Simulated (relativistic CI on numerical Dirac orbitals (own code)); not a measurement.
**Re4+: L2,3 absorption edge**

Computed with this model: Dirac-Coulomb-Breit CI, KLI orbitals optimised for each configuration, model QED, valence Slater integrals scaled by 0.7, multiplet model of core-to-valence dipole absorption; configurations [Xe] 4f14 5d3 → [He] 2s2 2p5 3s2 3p6 3d10 4s2 4p6 4d10 4f14 5s2 5p6 5d4; 300 K; Lorentzian 3 eV and Gaussian 1 eV FWHM. Energies are those of the free ion, without screening or charge transfer. The branching ratio is the share of the lower-energy edge in the whole absorption, uncertain by about 0.02 where the edges overlap. S is read from ⟨S²⟩ = S(S + 1).

Field parameters in Wybourne normalisation: D3d B²₀ = −7Dσ, B⁴₀ = −14Dq − 21Dτ, B⁴₃ = −14√(10/7) Dq; D4h B²₀ = −7Ds, B⁴₀ = 21(Dq − Dt), B⁴₄ = 21√(5/14) Dq; Oh B⁴₀ = 21Dq, B⁴₄ = √(5/14) B⁴₀. The field is a parameter set, without covalency.

Computed curve for Oh, 10Dq = 44550 cm⁻¹, scaled to 100 at the maximum (points under 2 are left out and the grid is thinned):

```tsv
Energy (eV)	Intensity
10524.0	2.0
10525.0	2.4
10526.5	3.0
10527.5	3.7
10529.0	5.1
10530.0	6.6
10531.5	10.6
10532.5	15.7
10534.0	33.8
10535.0	57.5
10536.5	71.3
10537.5	62.3
10539.0	84.8
10540.0	100.0
10541.0	88.4
10542.5	48.6
10543.5	28.3
10545.0	14.1
10546.0	9.8
10547.5	6.4
10548.5	5.1
10550.0	3.7
10551.0	3.0
10552.5	2.4
10553.5	2.0
11955.0	3.0
11956.0	4.2
11957.0	6.4
11958.5	14.4
11959.5	24.8
11961.0	29.9
11962.0	23.2
11963.5	23.8
11964.5	27.0
11966.0	21.9
11967.0	15.0
11968.5	6.9
11969.5	4.4
11971.0	2.6
11972.0	2.0
```

The ground state has S = 1.47, and the centroid lies at 10899.00 eV.
